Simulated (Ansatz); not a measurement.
This geometry of a periodic cell of 15 atoms, MoW14 (host W, host structure bcc, dopant Mo, one W atom removed) is a first-order saddle point.

Computed with Ansatz 0.2.0, DFT PBE, scalar-relativistic, plane waves, PAW. Settings: PAW set soft_1, cutoff 420 eV, k mesh 3x3x3, gaussian smearing 0.1 eV, no spin polarisation.

```xyz
15
Lattice="6.3200 0.0000 0.0000 0.0000 6.3200 0.0000 0.0000 0.0000 6.3200" Properties=species:S:1:pos:R:3
Mo 0.987 -0.984 -0.985
W 3.225 0.030 0.029
W -0.026 3.100 0.028
W -0.027 0.030 3.097
W 1.569 1.544 1.544
W 3.151 3.173 0.003
W 3.150 0.005 3.172
W 4.744 1.578 1.577
W -0.002 3.173 3.171
W 1.602 4.720 1.605
W 1.602 1.605 4.720
W 3.134 3.189 3.188
W 4.776 4.752 1.545
W 4.777 1.544 4.753
W 4.716 4.720 4.720
```

Q: Which two structures does it join? (They come from a converged band through this point; their orientation in space is the band's.)

A: The atom that moves furthest is Mo1, by 2.70 Å; four of its nearest neighbours are W15 2.73, W10 2.73, W11 2.73, W13 2.74 Å at the first end and W2 2.73, W3 2.73, W4 2.73, W6 2.74 Å at the last.

First end point:

```xyz
15
Lattice="6.3200 0.0000 0.0000 0.0000 6.3200 0.0000 0.0000 0.0000 6.3200" Properties=species:S:1:pos:R:3
Mo 0.011 -0.004 -0.006
W 3.143 -0.004 -0.007
W 0.012 3.185 -0.006
W 0.012 -0.004 3.182
W 1.578 1.589 1.587
W 3.140 3.188 -0.007
W 3.139 -0.005 3.186
W 4.740 1.588 1.586
W 0.013 3.188 3.186
W 1.575 4.753 1.588
W 1.575 1.591 4.750
W 3.143 3.184 3.182
W 4.739 4.750 1.587
W 4.739 1.589 4.748
W 4.738 4.753 4.750
```

Last end point:

Only the atoms that move by more than 0.05 Å are listed.
```
Mo1 1.565 -1.565 -1.565
```

Q: How far does it lie above each of them?

A: 1.34 eV above the first and 1.34 eV above the second. This is the barrier of this one path; another mechanism may lie lower. Limits of this set-up: coarse k mesh, a small cell, in which the defect meets its images, a typed lattice constant that wasn't relaxed here.

The run took 19 min on 4 threads of Arm Neoverse V2, with other jobs on the host, peak memory 3 GiB.
